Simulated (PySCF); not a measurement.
## C (carbon, neutral) across methods

[He] 2s2 2p2, high-spin 3P determinant. Calculation: PySCF 2.14, in ANO-RCC-VTZP (4s3p2d1f, 30 functions); scalar relativity by spin-free X2C-1e.

| method | E (hartree) | mean ε 2s α (eV) | mean ε 2s β (eV) | mean ε 2p α (eV) | Σ⟨r²⟩ (bohr²) | ⟨S²⟩ |
| --- | --- | --- | --- | --- | --- | --- |
| revPBE | -37.8623 | -14.389 | -11.833 | -6.001 | 13.92 | 2.003 |
| LDA | -37.4834 | -14.320 | -11.822 | -6.076 | 14.10 | 2.003 |
| PBE | -37.8127 | -14.382 | -11.839 | -6.030 | 13.96 | 2.003 |
| BP86 | -37.8633 | -14.454 | -12.027 | -6.107 | 13.97 | 2.003 |
| wB97M-V | -37.8623 | -18.837 | -15.940 | -9.759 | 14.01 | 2.002 |
| UHF | -37.70846 | -22.561 | -15.873 | -11.933 | 13.72 | 2.010 |
| BHandHLYP | -37.8641 | -18.511 | -14.523 | -9.053 | 13.77 | 2.005 |
| PBE0 | -37.8219 | -16.575 | -13.205 | -7.615 | 13.83 | 2.004 |
| r2SCAN | -37.8495 | -15.194 | -11.917 | -6.539 | 13.81 | 2.006 |
